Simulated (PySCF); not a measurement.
**Si3H6O3**

Si3H6O3 is a small molecule, neutral, singlet. The structure was relaxed in the gas phase by PBE0-D3(BJ)/def2-SVP. No frequency run checks that it is a minimum.

SMILES: O1[SiH2]O[SiH2]O[SiH2]1

```csv
atom,x (Å),y (Å),z (Å)
O1,-1.503,0.348,0.053
Si2,-1.201,-1.261,-0.236
O3,0.450,-1.463,-0.252
Si4,1.715,-0.403,-0.046
O5,1.063,1.107,0.200
Si6,-0.504,1.657,0.286
H7,-1.789,-2.079,0.856
H8,-1.759,-1.641,-1.559
H9,2.506,-0.801,1.146
H10,2.552,-0.386,-1.273
H11,-0.737,2.656,-0.789
H12,-0.754,2.238,1.630
```

Shieldings: GIAO PBE0/pcSseg-1. Shifts are against computed references at the same level: H TMS (σ 31.27 ppm), Si TMS (σ 352.0 ppm). Core levels by delta-SCF with SCAN, pcX-2 on the ionised atom and pcseg-1 elsewhere, spin-free X2C (2p3/2 is the spin-free 2p value less a third of a first-order spin-orbit splitting); from the vacuum level, for chosen atoms.

Task: Give the NMR and core-level values of the distinct atoms.

Result: 
| atoms | bonded to | σ (ppm) | δ (ppm) | core level (eV) |
| --- | --- | --- | --- | --- |
| O1 O3 O5 | 2 Si | 250.5 | - | 1s 538.15 |
| Si2 Si4 Si6 | 2 O + 2 H | 384.9 | -32.9 | 2p3/2 108.26 |
| H7 H8 H9 H10 H11 H12 | 1 Si | 26.04 | 5.22 | - |

Values are those of this one static structure; atoms that internal rotation interchanges would show their mean in an NMR spectrum.

Task: By CAM-B3LYP/def2-SVPD (TDDFT singlets, Tamm-Dancoff triplets, ionisation by delta-SCF), where does absorption start, and what does vertical ionisation take?

Result: The lowest singlet lies at 7.52 eV (f 0.039), the lowest triplet at 7.21 eV; vertical ionisation takes 10.60 eV.

The 3 runs behind this took 3.7 min in all, one thread each of Intel Xeon Platinum 8488C on a shared host, launched as `OMP_NUM_THREADS=1 python cluster_run.py task.json out`.
